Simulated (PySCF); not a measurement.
# Electronic structure of Xe³⁺ (xenon, charge +3) at the UHF level

Configuration: [Kr] 4d10 5s2 5p3, high-spin 4S determinant. Computed with PySCF 2.14 in aug-cc-pVQZ-PP with ECP28MDF (7s7p5d3f2g, 92 functions), with a scalar-relativistic core potential.

* Total energy: -326.061598 hartree
* One-electron energy: -540.9306 hartree
* Hartree (Coulomb) energy: 236.6523 hartree
* Exchange energy: -21.7834 hartree
* ⟨S²⟩: 3.7511
* ⟨L²⟩: 0.000
* Sum of ⟨r⟩: 24.46 bohr
* Sum of ⟨r²⟩: 34.51 bohr²

```json
{"shell": "4s α", "electrons": "1", "mean orbital energy (eV)": "-262.50", "rms radius, mean of both spins (bohr)": "0.767"}
{"shell": "4s β", "electrons": "1", "mean orbital energy (eV)": "-261.53", "rms radius, mean of both spins (bohr)": "0.767"}
{"shell": "4p α", "electrons": "3", "mean orbital energy (eV)": "-200.74", "rms radius, mean of both spins (bohr)": "0.820"}
{"shell": "4p β", "electrons": "3", "mean orbital energy (eV)": "-199.77", "rms radius, mean of both spins (bohr)": "0.820"}
{"shell": "4d α", "electrons": "5", "mean orbital energy (eV)": "-106.16", "rms radius, mean of both spins (bohr)": "0.930"}
{"shell": "4d β", "electrons": "5", "mean orbital energy (eV)": "-105.44", "rms radius, mean of both spins (bohr)": "0.930"}
{"shell": "5s α", "electrons": "1", "mean orbital energy (eV)": "-60.419", "rms radius, mean of both spins (bohr)": "1.88"}
{"shell": "5s β", "electrons": "1", "mean orbital energy (eV)": "-51.582", "rms radius, mean of both spins (bohr)": "1.88"}
{"shell": "5p α", "electrons": "3", "mean orbital energy (eV)": "-43.396", "rms radius, mean of both spins (bohr)": "2.13"}
```

Energies and moments cover only the electrons outside the core potential.
